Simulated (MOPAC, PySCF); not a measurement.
C$_{3}$H$_{8}$Si, SMILES `[SiH3]C1CC1`, neutral singlet in the gas phase. 

Z-matrix (Å, degrees):
```
C
H 1 1.0863
C 1 1.5173 2 114.57
H 3 1.0828 1 117.43 2 -3.53
H 3 1.0838 4 114.28 1 144.80
C 3 1.4953 4 118.20 5 145.79
H 6 1.0828 3 118.20 4 -0.01
H 6 1.0838 7 114.28 3 145.78
Si 1 1.8561 2 116.25 3 -147.20
H 9 1.4842 1 111.51 2 -60.48
H 9 1.4842 10 108.13 1 -122.94
H 9 1.4848 10 108.70 11 -117.84
```
Charge 0, spin multiplicity 1.

All levels are single points at this geometry (TPSSh-D3(BJ)/def2-TZVP); Pople sets use spherical d functions. Orbital energies aren't observables, and empty levels follow the basis.

AM1 in MOPAC gives dipole (D) = 0.30.

Estimate the dipole (D) from each of these levels: TPSSh-D3(BJ)/def2-TZVP in PySCF; B3LYP/6-31G* in PySCF; SVWN5/6-31G* in PySCF; HF/3-21G in PySCF; HF/STO-3G in PySCF.


| level | dipole (D) |
|---|---|
| TPSSh-D3(BJ)/def2-TZVP in PySCF | 0.96 |
| B3LYP/6-31G* in PySCF | 0.98 |
| SVWN5/6-31G* in PySCF | 1.03 |
| HF/3-21G in PySCF | 0.92 |
| HF/STO-3G in PySCF | 0.16 |
